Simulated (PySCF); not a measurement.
## C₆ coefficients of unlike pairs at BP86

Calculated with PySCF 2.14 from the dipole response of each species, C₆(A,B) = (3/π) ∫ α_A(iu) α_B(iu) du, in atomic units, from isotropic polarisabilities. For ions this is the dispersion term alone; charge-induced terms of lower order in 1/R come first.

| species | configuration | basis | relativity | α (bohr³) | C₆ (like pair) |
| --- | --- | --- | --- | --- | --- |
| C | [He] 2s2 2p2 (3P) | aug-cc-pCVQZ-DK (9s8p6d4f2g) | spin-free X2C | 13.49 | 55.02 |
| P⁺ | [Ne] 3s2 3p2 (3P) | x2c-TZVPPall with one added diffuse shell each of s, p, d type (6s6p4d1f) | spin-free X2C | 14.40 | 74.25 |
| Ru²⁺ | [Kr] 4d6 (5D) | aug-cc-pVDZ-PP with ECP28MDF (5s5p4d2f) | core potential | 8.483 | 45.86 |

(1) Estimate C₆ for P⁺ with C.

No spin-orbit coupling is included.

The other pairs:

```csv
pair,C₆
"Ru²⁺, C",46.92
"Ru²⁺, P⁺",55.23
```

## Answers

(1) The integral gives 63.78. The combination rule 2 C_A C_B / (C_A α_B/α_A + C_B α_A/α_B) gives 63.68 and the geometric mean 63.91.
